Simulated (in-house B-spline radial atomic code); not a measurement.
**PBE0 excitations of Nb VI (Nb5+)**

Method: PBE0. Computed with a B-spline radial code for spherical atoms: linear response of the closed shell [Ar] 3d10 4s2 4p6 with the functional's adiabatic kernel; scalar-relativistic (spin-free one-electron X2C), finite nucleus, no spin-orbit coupling, no double excitations, S, P, D and F terms only; shells from n = 2 respond. Only terms of natural parity with L up to 3 were computed.

Command:
```bash
python run_td.py task.json out
```
Settings (radii: box in bohr, nucleus in fm):
```
Z                        41
electrons                36
configuration            [Ar] 3d10 4s2 4p6
hamiltonian              x2c
method                   pbe0
box_radius               16.35
rms_radius               4.324
intervals                71
```

Time taken, with all properties: 3.1 s on 1 thread of Arm Neoverse N1, on a shared host.

The lowest states, in the order of their Tamm-Dancoff energies; the method's threshold (minus the highest occupied level) is 96.45 eV. Labels give the largest channel, * marks a mixed state, and oscillator strengths are full-response dipole values. Semilocal kernels can invert the small singlet-triplet splittings of Rydberg terms. Energies in eV:

| state | full response | Tamm-Dancoff | oscillator strength |
| --- | --- | --- | --- |
| 4p → 4d 3P | 34.43 | 34.52 | - |
| 4p → 4d 3F | 34.89 | 35.05 | - |
| 4p → 4d 1F | 37.60 | 37.61 | - |
| 4p → 4d 1P | 46.00 | 47.60 | 5.58 |
| 4p → 5s 3P | 49.09 | 49.10 | - |
| 4p → 5s 1P | 49.75 | 49.77 | 0.55 |
| 4p → 5p 3S | 55.90 | 55.92 | - |
| 4p → 5p 3D | ? | ? | - |
| 4p → 5p 1D | 57.04 | 57.04 | - |
| 4p → 5p 1S | 59.37 | 59.55 | - |
| 4s → 4d 3D | 61.39 | 61.45 | - |
| 4s → 4d 1D | ? | ? | - |
| 4p → 4f 3D | 66.59 | 66.60 | - |
| 4p → 5d 3P | 67.74 | 67.75 | - |
| 4p → 5d 3F | 67.92 | 67.93 | - |
| 4p → 5d 1F | 68.27 | 68.27 | - |

**Question.** Where does 4s → 4d 1D lie?

**Answer.** At 64.93 eV in full response, 64.99 eV in Tamm-Dancoff.

**Question.** Where does 4p → 5p 3D lie?

**Answer.** At 56.64 eV in full response, 56.65 eV in Tamm-Dancoff.

**Question.** How large is the singlet-triplet splitting of 4p → 4d (F terms) in Tamm-Dancoff?

**Answer.** 2.56 eV, from the unrounded values.

**Question.** What polarisabilities and dispersion coefficient does the method give?

**Answer.** Dipole 2.276 bohr³, quadrupole 3.777 bohr⁵, C6 7.163 hartree·bohr⁶ for two such species.
